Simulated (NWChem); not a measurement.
CHClF2OSi; SMILES F[Si](Cl)(F)C=O

```xyz
7

O      1.0536    -2.2087    -0.0005
C     -0.0673    -1.7747     0.0012
Si    -0.4173     0.1086     0.0001
F     -1.3039     0.4781     1.2883
F     -1.3030     0.4767    -1.2892
Cl     1.2933     1.1876     0.0000
H     -0.9546    -2.4656     0.0035
```
Atoms are numbered in this order, from 1.

All runs: NWChem. Pople sets run with spherical d functions. The geometry was optimised at PBE0/def2-SVP. Core excitations by TDA in a window of 1s orbitals, non-relativistic and unshifted: absolute energies depend strongly on the exact-exchange share.

Task: Estimate the computed values for Cl K edge, PBE/6-311G**. Quantities: first 1s excitation (eV); dipole oscillator strength of the first.

Result: 
```yaml
first 1s excitation (eV): 2737.1
dipole_oscillator_strength_of_the_first: 0.0001
```
